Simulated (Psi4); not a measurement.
Psi4 was given this input:
```
memory 2 GB

molecule mol {
0 2
  C    -0.997108    1.090205   -0.357469
  C     0.280088    1.341219   -0.243149
  Si    1.123122   -0.341860    0.217852
  C    -0.580437   -1.155179    0.165158
  C    -1.511515   -0.238272   -0.147554
  H     0.773235    2.284809   -0.375574
  H     1.725285   -0.298663    1.548629
  H     2.035660   -0.794672   -0.829844
  H    -0.836088   -2.188114    0.347207
  H    -2.567972   -0.445164   -0.242269
}

set basis sto-3g
set reference uhf

energy('ccsd(t)')
print_variables()
```

### Question
Give the MP2 correlation energy at the level CCSD(T)/STO-3G (Psi4).

### Answer
-0.2459 Eh

### Question
Give the nuclear repulsion energy at the level CCSD(T)/STO-3G.

### Answer
191.7179 Eh

### Question
What is the computed SCF-reference <S^2> (CCSD(T)/STO-3G)?

### Answer
1.057

These values belong to the state on which the SCF converged, which isn't shown to be the lowest.
